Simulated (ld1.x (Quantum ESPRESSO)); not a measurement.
# Before and after: TM potential for chlorine (Cl)

```json
{"Element": "chlorine", "Generator": "ld1.x (Quantum ESPRESSO) 7.5", "Type": "norm-conserving Troullier–Martins (Kleinman–Bylander form)", "Functional": "PBE", "Relativity": "scalar-relativistic", "Frozen core": "[Ne]", "Valence charge": "7", "Reference configuration": "3s1.5 3p5.5", "Partial waves": "3s (bound): rc 1.10 bohr; 3p (bound): rc 1.10 bohr", "Local potential": "the p channel", "Core correction": "none"}
```

Change: functional LDA (PZ).

Cutoffs: the cutoffs (Ry, on a coarse ladder) from which the occupation-weighted sum of valence levels, in a spherical-Bessel basis at the reference potential, stays within 10 and 1 mRy of its value at 400 Ry; they do not see the model core or the augmentation charge, which bear on the density cutoff. Errors are all-electron minus pseudo energies relative to the spin-unpolarised reference configuration.

Problem. Predict the effect on cutoff, ghosts and configuration errors.

Solution. The potential gets neither clearly harder nor softer (90 Ry and 180 Ry → 90 Ry and 180 Ry); the number of tests with a reliable result goes from 7 to 9; of the 7 tests that both files solve, the error grows in 7 and shrinks in 0 by more than 15 % and 0.3 meV (median size 2.4 → 4.0 meV); neither file shows a bound ghost.

| quantity | base | changed |
| --- | --- | --- |
| cutoff, loose | 90 Ry | 90 Ry |
| cutoff, tight | 180 Ry | 180 Ry |
| loose cutoff by channel (10 mRy a level) | s 50 Ry, p 70 Ry | s 50 Ry, p 60 Ry |
| bound ghosts | none | none |
| error for 3s2 3p5, meV [ΔE -6.06 → -6.01 eV] | +0.7 | +1.0 |
| error for 3s2 3p4, meV [ΔE 7.81 → 7.96 eV] | +2.4 | +4.0 |
| error for 3s2 3p3, meV [ΔE 33.26 → 33.49 eV] | +20 | +31 |
| error for 3s2 3p4.5, meV [ΔE -0.48 → -0.38 eV] | +0.4 | +0.8 |
| error for 3s2 3p1, meV [ΔE 123.81 → 124.26 eV] | +181 | +306 |
| error for 3s1 3p5, meV [ΔE 20.52 → 20.56 eV] | +4.7 | +8.0 |
| error for 3s1 3p6, meV [ΔE 6.09 → 6.04 eV] | 0.0 | +0.6 |
| s: phases at 1.20 bohr within 0.05 rad from the reference energy up to (Ry; the scan ends near 5) | 4.1 | 3.9 |
| p: phases at 1.20 bohr within 0.05 rad from the reference energy up to (Ry; the scan ends near 5) | 3.8 | 4.0 |
